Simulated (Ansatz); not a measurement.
`C[O][SnH2][NH2]` + `[CH3]`• → `C[O][SnH][NH2]`• + CH₄  (hydrogen abstraction from the Sn–H bond)

Isolated molecules relaxed with PBE0-D4/def2-TZVP in Ansatz; ΔE leaves out vibrations. CBS: MP2 limit from def2 TZ/QZ plus the TZ coupled-cluster correction, frozen cores. This one scheme is used for every species. Functionals use def2-TZVPP. B3LYP here is the variant with VWN-RPA as its local correlation; programs differ in this. No spin–orbit coupling; open shells (•) take unrestricted orbitals. Elements past krypton have def2 core potentials. For Sn outer-core shells are correlated without core-valence functions, which leaves a few kJ/mol of doubt a bond. Each species was taken in one conformer, which may not be the lowest.

(1) Is it downhill or uphill in electronic energy at CCSD(T)/CBS, and by how much? (Estimate.)

(2) What do these levels give: PBE-D4, B3LYP-D4, ωB97X-V, B2PLYP, PBE, PBE0, MP2/def2-TZVPP, SCS-MP2/def2-TZVPP, CCSD(T)/def2-TZVPP, MP2/def2-QZVPP, SCS-MP2/def2-QZVPP, HF/CBS(def2)? (Best estimate.)

Largest T1 diagnostic among the species: 0.018.

Answers

(1) Ansatz gave: Downhill: ΔE = -143.3 kJ/mol.

(2) Computed: PBE-D4 -175.4, B3LYP-D4 -163.4, ωB97X-V -146.6, B2PLYP -156.5, PBE -176.4, PBE0 -158.0, MP2/def2-TZVPP -147.2, SCS-MP2/def2-TZVPP -142.9, CCSD(T)/def2-TZVPP -141.8, MP2/def2-QZVPP -148.2, SCS-MP2/def2-QZVPP -143.7, HF/CBS(def2) -105.8 kJ/mol.

From PBE to PBE0 (25 % exact exchange), in def2-TZVPP and without D4, ΔE moves by +18.4 kJ/mol. In def2-TZVPP, CCSD(T) changes the Hartree–Fock value by −36.5 kJ/mol (the triples alone add −5.0 kJ/mol) and MP2 by −41.9 kJ/mol.
